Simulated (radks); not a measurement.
Values are calculated unless marked as measured or tabulated.
Neutral vanadium inside a hard spherical wall (all orbitals vanish at R), configuration held at [Ar] 3d3 4s2 and not refilled when levels cross. Level of theory: non-relativistic Kohn-Sham, PBE, spin-polarised, spherical densities, point nucleus; open shells are filled with parallel spins first (a radial shooting solver on a logarithmic mesh with Libxc functionals). Eigenvalues in eV for spin up, with the zero of energy where the potential of the charges vanishes at infinity; a dash marks a level that is unbound or too diffuse for the functional's potential to be trusted. A positive occupied level is held by the wall or, in an anion where self-interaction has pushed it up, behind a barrier. The pressure on the wall is -dE/dV.

| R (bohr) | E (hartree) | kinetic (hartree) | e(3s) | e(3p) | e(3d) | e(4s) | e(4p, empty) | e(5s, empty) | pressure (GPa) |
|---|---|---|---|---|---|---|---|---|---|
| free | -943.64879 | 942.827 | -70.092 | -44.832 | -6.196 | -4.913 | -1.584 | - | 0 |
| 20 | -943.64879 | 942.827 | -70.092 | -44.832 | -6.196 | -4.913 | -1.584 | - | < 0.0001 |
| 15 | -943.64879 | 942.827 | -70.091 | -44.831 | -6.196 | -4.913 | -1.581 | 0.270 | < 0.0001 |
| 5 | -943.48841 | 943.540 | -66.833 | -41.603 | -3.152 | -1.372 | 3.800 | 23.076 | 16.6 |
| 4 | -943.14345 | 944.736 | -63.280 | -38.130 | 0.245 | 4.213 | 11.078 | 46.385 | 89.2 |
| 3.5 | -942.70463 | 946.151 | -60.098 | -35.032 | 3.464 | 10.577 | 18.900 | 69.246 | 235 |
| 2.5 | -939.54726 | 956.030 | -46.059 | -20.974 | 19.414 | 49.667 | 62.883 | 182.47 | 2600 |
